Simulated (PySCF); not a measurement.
Electronic structure of C (carbon, neutral) at the UHF level

Configuration: [He] 2s1 2p3, high-spin 5S determinant (an excited configuration). Calculation: PySCF 2.14, in aug-cc-pVDZ-DK (4s3p2d, 23 functions); scalar relativity by spin-free X2C-1e.

```
Total energy                        : -37.605389 hartree
One-electron energy                 : -50.2456 hartree
Hartree (Coulomb) energy            : 17.8958 hartree
Exchange energy                     : -5.2556 hartree
⟨S²⟩                                : 6.0000
⟨L²⟩                                : 0.000
Sum of ⟨r⟩                          : 7.109 bohr
Sum of ⟨r²⟩                         : 13.74 bohr²
Langevin diamagnetic susceptibility : -10.9 ×10⁻⁶ cm³/mol
```

```
shell  electrons  mean orbital energy (hartree)  rms radius, mean of both spins (bohr)
 1s α          1                      -11.35181                                  0.312
 1s β          1                      -11.23242                                  0.312
 2s α          1                       -0.94341                                   1.68
 2p α          3                       -0.47919                                   1.89
```

Spin-orbit constants ζ (cm⁻¹) from the X2C one-electron operator on these orbitals: bare nucleus, nucleus screened by l(l+1)(2l+1)/3 electrons, and screened by the Breit-Pauli mean field of the electrons.

```json
{"shell": "2p", "bare": "58.52", "screened nucleus": "39.02", "mean field": "30.50"}
```
